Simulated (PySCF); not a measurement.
From one molecule to another.

First species: C₂H₁₀OSSi₂.
Structure used (GFN2-xTB), in Å, numbered top down from 1:
```
atom  x, y, z in Å
C1     2.6507   -0.1781   -0.4731
O2     1.7204    0.8534   -0.3039
Si3    0.7741    1.1917    0.9659
S4    -0.4325   -0.5079    1.4769
C5    -1.0903   -0.9753   -0.1736
Si6   -2.7719   -0.1447   -0.4894
H7     3.5670    0.0439    0.0781
H8     2.8801   -0.2530   -1.5369
H9     2.2512   -1.1318   -0.1195
H10    1.4832    1.4476    2.2084
H11    0.0059    2.2720    0.3820
H12   -0.3443   -0.7101   -0.9189
H13   -1.1759   -2.0599   -0.1525
H14   -3.6958   -0.5496    0.5659
H15   -3.2359   -0.5968   -1.8039
H16   -2.5936    1.3075   -0.4855
```

Second species: C3H2F3N3Si.
Numbering: `[N:1]#[C:2][Si:3]([NH2:4])([C:5]#[N:6])[C:7]([F:8])([F:9])[F:10]` (hydrogens: H11, H12 on N4)

Geometry (GFN2-xTB, Å), atoms numbered from 1 in this order:
```
atom  x, y, z in Å
N1     2.298   -0.176   -2.208
C2     1.527   -0.010   -1.379
Si3    0.316    0.254    0.023
N4     0.727   -0.296    1.578
C5    -0.122    2.066    0.012
N6    -0.364    3.184    0.009
C7    -1.270   -0.766   -0.440
F8    -1.692   -0.565   -1.698
F9    -1.050   -2.092   -0.317
F10   -2.313   -0.490    0.365
H11    0.463   -1.209    1.914
H12    1.481    0.099    2.116
```

Levels: PBE0/def2-SVPD for dipole moment, HOMO energy, LUMO energy, HOMO–LUMO gap, static isotropic polarisability and electronic spatial extent ⟨r²⟩ about the centre of nuclear charge; TDDFT PBE0/def2-SVPD for lowest singlet excitation; TDA PBE0/def2-SVPD for lowest triplet excitation (Tamm–Dancoff); GFN2-xTB for rotational constant A and rotational constant C. Geometries: GFN2-xTB. Each structure is a single optimised conformer of the isolated species, non-relativistic unless stated. Electronic properties by PySCF.

Dipoles, sizes and rotational constants follow the conformer. The torsions of the flexible species, by atom-mapped SMILES:
- `[CH3:1][O:2][SiH2:3][S:4][CH2:5][SiH3:6]`: C1–O2–Si3–S4 -56°, O2–Si3–S4–C5 -48°, Si3–S4–C5–Si6 -93°
- `[N:1]#[C:2][Si:3]([NH2:4])([C:5]#[N:6])[C:7]([F:8])([F:9])[F:10]`: C2–Si3–C7–F8 -48°, H–N4–Si3–C2 -93°, H–N4–Si3–C2 67°

Values for the first species:

| Quantity | Value |
| --- | --- |
| Dipole moment | 1.52 D |
| HOMO energy | -6.83 eV |
| LUMO energy | -0.08 eV |
| HOMO–LUMO gap | 6.75 eV |
| Lowest singlet excitation | 5.42 eV |
| Lowest triplet excitation (Tamm–Dancoff) | 4.97 eV |
| Static isotropic polarisability | 102.7 au |
| Electronic spatial extent ⟨r²⟩ about the centre of nuclear charge | 1424 bohr² |
| Rotational constant A | 2.958 GHz |
| Rotational constant C | 0.900 GHz |

(1) Estimate the same properties for the second species, and the change in each.

## Answers

(1) 
| property | first | second | second less first |
| --- | --- | --- | --- |
| dipole moment | 1.52 D | 4.49 D | +2.97 D |
| HOMO energy | -6.83 eV | -9.43 eV | -2.60 eV |
| LUMO energy | -0.08 eV | -2.22 eV | -2.14 eV |
| HOMO–LUMO gap | 6.75 eV | 7.21 eV | +0.46 eV |
| lowest singlet excitation | 5.42 eV | 5.85 eV | +0.43 eV |
| lowest triplet excitation (Tamm–Dancoff) | 4.97 eV | 5.46 eV | +0.49 eV |
| static isotropic polarisability | 102.7 au | 75.1 au | -27.6 au |
| electronic spatial extent ⟨r²⟩ about the centre of nuclear charge | 1424 bohr² | 1536 bohr² | +112 bohr² |
| rotational constant A | 2.958 GHz | 1.238 GHz | -1.720 GHz |
| rotational constant C | 0.900 GHz | 0.805 GHz | -0.095 GHz |

On the first: No computed singlet falls in the visible range (750 to 380 nm, 1.65 to 3.26 eV); S1 lies 2.16 eV above its blue end. S1 lies 1.33 eV below the HOMO–LUMO gap; its leading configuration is HOMO→LUMO, weight 0.91.

On the second: No computed singlet falls in the visible range (750 to 380 nm, 1.65 to 3.26 eV); S1 lies 2.59 eV above its blue end. The principal polarisabilities are 65.1, 76.8 and 83.3 au; their mean is the isotropic value.
